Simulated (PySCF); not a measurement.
Species: C7H6ClF3O.
Numbering: `[CH:1]#[C:2]/[C:3]([Cl:4])=[C:5](/[CH2:6][CH2:7][F:8])[O:9][CH:10]([F:11])[F:12]` (hydrogens: H13 on C1; H14, H15 on C6; H16, H17 on C7; H18 on C10)

Structure used (PBE0-D3(BJ)/def2-SVP), in Å, numbered top down from 1:
```xyz
18
C7H6ClF3O angstrom
C     -2.630    2.490   -1.092
C     -1.576    2.066   -0.667
C     -0.330    1.590   -0.195
Cl     1.000    2.715   -0.266
C     -0.130    0.353    0.318
C      1.199   -0.147    0.805
C      2.153   -0.566   -0.299
F      1.629   -1.616   -1.024
O     -1.239   -0.424    0.444
C     -1.151   -1.789    0.325
F     -0.862   -2.333    1.525
F     -2.354   -2.219   -0.033
H     -3.569    2.861   -1.460
H      1.044   -0.978    1.507
H      1.687    0.665    1.366
H      2.338    0.271   -0.989
H      3.111   -0.893    0.136
H     -0.389   -2.105   -0.403
```

The closed-shell ground state was solved at several levels (PySCF, density fitting, gas phase, non-relativistic).

```csv
level,basis functions,HOMO (eV),LUMO (eV),gap (eV),dipole (D)
PBE0/def2-SVPD,307,-6.94,-1.40,5.54,2.14
B97-2/pcSseg-2,523,-6.64,-1.39,5.25,2.12
```

(1) What might PBE0/pcSseg-1 (241 basis functions) give for the same quantities?

(2) How far do the dipole and the HOMO energy spread over the levels?

## Answers

(1) HOMO -6.89 eV, LUMO -1.34 eV, gap 5.55 eV, dipole 2.19 D.

(2) The dipole runs from 2.12 to 2.19 D (mean 2.15 D) and the HOMO from -6.94 to -6.64 eV.

One conformer stands for the species.
